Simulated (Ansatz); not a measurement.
```yaml
crystal:
  periodic: [false, false, false]
  atoms:
    - {symbol: C, position_ang: [-0.424187, -2.950820, -0.943990]}
    - {symbol: O, position_ang: [0.296083, -1.802040, -0.612621]}
    - {symbol: Nb, position_ang: [0.101890, -0.018416, -0.009135]}
    - {symbol: N, position_ang: [-1.607403, 0.306875, 0.220386]}
    - {symbol: O, position_ang: [0.984661, 0.219723, 1.648391]}
    - {symbol: C, position_ang: [0.771295, 0.560248, 2.985113]}
    - {symbol: O, position_ang: [0.774516, 1.193942, -1.297937]}
    - {symbol: C, position_ang: [0.405510, 2.247514, -2.135848]}
    - {symbol: H, position_ang: [-1.500221, -2.796063, -0.809438]}
    - {symbol: H, position_ang: [-0.107738, -3.785720, -0.310176]}
    - {symbol: H, position_ang: [-0.236462, -3.221350, -1.988270]}
    - {symbol: H, position_ang: [-2.589477, 0.493442, 0.352558]}
    - {symbol: H, position_ang: [1.354205, 1.451021, 3.241380]}
    - {symbol: H, position_ang: [1.092820, -0.260019, 3.635274]}
    - {symbol: H, position_ang: [-0.287290, 0.766206, 3.177138]}
    - {symbol: H, position_ang: [-0.652508, 2.501780, -2.009763]}
    - {symbol: H, position_ang: [1.008694, 3.132919, -1.909603]}
    - {symbol: H, position_ang: [0.577914, 1.971856, -3.181459]}
basis:
  gaussian: {orbitals: def2-SVP, point_charges: [{charge: 1.00, position_ang: [5.853, -0.151, -0.735]}]}
total_charge: -3
magnetization: {spin_polarized: true, initial_magnetization: 1}
hamiltonian: {xc: {name: HSE06}, dispersion: d3bj}
```

```sh
$ ansatz run in.yaml --threads 4 --pin off --events-out ev --progress --plain --max-ram 66560MiB --backend cpu
```

Shortened log:

```
Functional definition: HSE06
1809 factors; integrals over basis functions are off by at most 1.5e-3 eV
148 factors; integrals over basis functions are off by at most 2.7e-7 eV
mean field evaluation 1: about -12419.5949 eV, gradient 4.4e1 eV
mean field evaluation 2: about -12253.9560 eV, gradient 1.9e2 eV
mean field evaluation 4: about -12428.4685 eV, gradient 1.7e1 eV
mean field evaluation 8: about -12430.5108 eV, gradient 9.6e-1 eV
mean field evaluation 16: about -12430.9974 eV, gradient 3.0e-2 eV
mean field evaluation 32: about -12430.9975 eV, gradient 9.5e-4 eV
mean field -12430.99754317 eV, -456.8307336786 hartree, gradient 6.4e-6 eV, S^2 0.760057; 10 other end points of the search recorded, 0 dependent functions left out
reference -12430.99761418 eV, -456.8307362882 hartree; 38, 37 occupied and 141, 142 virtual orbitals, 1809 factors
Total energy: -12431.28855568 eV, -456.8414281914 hartree
```

(1) What is wrong with this run?

Results:

(1) The charge is far from anything that the molecule holds. Self-consistency was reached. The result belongs to that input, not to the molecule as meant.

HSE06 is defined as in plane-wave codes.
